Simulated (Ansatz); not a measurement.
Start from `C#C[SiH2]F` and change one atom or group to get `C#C[SiH](F)CF`.

Ansatz, PBE0-D4/def2-TZVP geometries, multiplicity 1. Each molecule was computed in one conformer, which needn't be the lowest.

```tsv
property	`C#C[SiH2]F`
HOMO energy (PBE/def2-TZVPP) / eV	-7.34
ideal-gas entropy at 298 K and 1 bar (rigid rotor, harmonic PBE0-D4/def2-TZVP) / J/(mol·K)	299
HOMO–LUMO gap (PBE0/def2-TZVPP) / eV	7.70
LUMO energy (PBE0/def2-TZVPP) / eV	-0.87
HOMO energy (PBE0/def2-TZVPP) / eV	-8.57
LUMO energy (B3LYP/def2-TZVPP) / eV	-1.08
```

**Question.** What does the change do to each property? (An estimate is asked.)

**Answer.** The calculation gave: 
| property | `C#C[SiH](F)CF` | shift |
| --- | --- | --- |
| HOMO energy (PBE/def2-TZVPP) / eV | -7.12 | 0.22 |
| ideal-gas entropy at 298 K and 1 bar (rigid rotor, harmonic PBE0-D4/def2-TZVP) / J/(mol·K) | 361 | 62 |
| HOMO–LUMO gap (PBE0/def2-TZVPP) / eV | 7.54 | -0.16 |
| LUMO energy (PBE0/def2-TZVPP) / eV | -0.92 | -0.05 |
| HOMO energy (PBE0/def2-TZVPP) / eV | -8.47 | 0.10 |
| LUMO energy (B3LYP/def2-TZVPP) / eV | -1.13 | -0.05 |

With PBE0 the HOMO rises by 0.10 eV and the LUMO falls by 0.05 eV, so the gap narrows by about 0.15 eV. PBE moves the HOMO by 0.22 eV and ωB97M-V by 0.10 eV. The zero-point energy changes by 57.7 kJ/mol with +9 modes. Modes under 60 cm⁻¹, often nearly free rotors, make the harmonic entropy too high.

B3LYP here is the variant with VWN-RPA as its local correlation; programs differ in this.
